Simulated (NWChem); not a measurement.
System: CAuIO; SMILES [Au](<-[C-]#[O+])[I]

Excerpt of the output:

```
             Northwest Computational Chemistry Package (NWChem) 7.3.0
             --------------------------------------------------------

 CS  symmetry detected

                             Geometry "geometry" -> ""
                             -------------------------

 Output coordinates in angstroms (scale by  1.889725989 to convert to a.u.)

  No.       Tag          Charge          X              Y              Z
 ---- ---------------- ---------- -------------- -------------- --------------
    1 Au                  79.0000     0.00162270     0.67959852     0.00000000
    2 I                   53.0000    -0.00112702    -1.87265523     0.00000000
    3 O                    8.0000    -0.00715553     3.73919235     0.00000000
    4 C                    6.0000    -0.00186944     2.60815086     0.00000000

 Effective nuclear repulsion energy (a.u.)    1207.4842124382

      Symmetry information
      --------------------

 Group name             Cs
 Group number              2
 Group order               2
 No. of unique centers     4

                                 NWChem DFT Module
                                 -----------------

 Summary of "ao basis" -> "ao basis" (spherical)
 ------------------------------------------------------------------------------
       Tag                 Description            Shells   Functions and Types
 ---------------- ------------------------------  ------  ---------------------
 Au                         def2-svp                12       32   6s3p2d1f
 I                          def2-svp                10       26   4s4p2d
 O                          def2-svp                 6       14   3s2p1d
 C                          def2-svp                 6       14   3s2p1d

      Symmetry analysis of basis
      --------------------------

        a'         60
        a"         26

            General Information
            -------------------
          SCF calculation type: DFT
          Wavefunction type:  closed shell.
          No. of atoms     :     4
          No. of electrons :    58
           Alpha electrons :    29
            Beta electrons :    29
          Charge           :     0
          Spin multiplicity:     1
          Use of symmetry is: on ; symmetry adaption is: on
          Maximum number of iterations: 150
          AO basis - number of functions:    86
                     number of shells:    34
          Convergence on energy requested:  1.00D-06
          Convergence on density requested:  1.00D-05
          Convergence on gradient requested:  5.00D-04

              XC Information
              --------------
                        M06-L Method XC Functional
                         M06-L Exchange Functional  1.000
                       M06-L Correlation Potential  1.000

             Grid Information
             ----------------
          Grid used for XC integration:  fine
          Radial quadrature: Mura-Knowles
          Angular quadrature: Lebedev.
          Tag              B.-S. Rad. Rad. Pts. Rad. Cut. Ang. Pts.
          ---              ---------- --------- --------- ---------
          Au                  1.35      141          10.0       974
          I                   1.40      141          12.0       974
          O                   0.60       70          14.0       590
          C                   0.70       70          12.0       590
          Grid pruning is: on
          Number of quadrature shells:   422
          Spatial weights used:  Erf1

      Superposition of Atomic Density Guess
      -------------------------------------

 Sum of atomic energies:        -611.88717691

      Non-variational initial energy
      ------------------------------

 Total energy =    -544.569142
 1-e energy   =   -1336.740903
 2-e energy   =     577.085346
 HOMO         =      -0.342851
 LUMO         =      -0.007696

      Symmetry analysis of molecular orbitals - initial
      -------------------------------------------------

  Numbering of irreducible representations:

     1 a'          2 a"

  Orbital symmetries:

     1 a'          2 a'          3 a'          4 a'          5 a'
     6 a"          7 a'          8 a'          9 a'         10 a"
    11 a'         12 a'         13 a"         14 a'         15 a"
    16 a'         17 a'         18 a'         19 a'         20 a"
    21 a'         22 a'         23 a"         24 a'         25 a"
    26 a'         27 a'         28 a"         29 a'         30 a'
    31 a"         32 a'         33 a"         34 a'         35 a'
    36 a'         37 a'         38 a'         39 a"

     ---------------------------------------------
      Total Density - Mulliken Population Analysis
     ---------------------------------------------

    Atom       Charge   Shell Charges
 -----------   ------   -------------------------------------------------------
    1 Au  19    18.97   0.07 -0.47  1.81  0.61  0.77  0.32  5.58  0.47  0.06  8.63  1.11  0.01
    2 I   25    25.45   1.83  0.22  1.23  0.67  2.92  3.13  2.68  2.76  9.83  0.19
    3 O    8     8.35   1.99  1.13  0.64  2.90  1.67  0.02
    4 C    6     5.23   1.99  0.98  0.46  1.26  0.47  0.07

[...]

                         DFT ENERGY GRADIENTS

    atom               coordinates                        gradient
                 x          y          z           x          y          z
   1 Au      0.003066   1.284255   0.000000    0.000044  -0.002128   0.000000
   2 I      -0.002130  -3.538805   0.000000   -0.000025   0.007056   0.000000
   3 O      -0.013522   7.066049   0.000000    0.000076  -0.021834   0.000000
   4 C      -0.003533   4.928690   0.000000   -0.000095   0.016906   0.000000
```

Level: M06-L/def2-SVP with def2 effective core potentials on I, Au. Structure relaxed at the PBE0/def2-SVP level. def2 effective core potentials on I, Au; no spin-orbit coupling.

Q: Which NWChem input produces such a log?

A: This is not unique; one that fits is the input that was run:
```
start job
memory heap 200 mb stack 900 mb global 1100 mb
geometry units angstroms noautoz
  Au     0.001688     0.648732     0.000000
  I     -0.000825    -1.903522     0.000000
  O     -0.007374     3.708325     0.000000
  C     -0.001983     2.577284     0.000000
end
basis spherical
  * library def2-svp
end
ecp
  I library def2-ecp
  Au library def2-ecp
end
dft
  xc m06-l
  grid fine
  iterations 150
  mulliken
end
task dft gradient
```
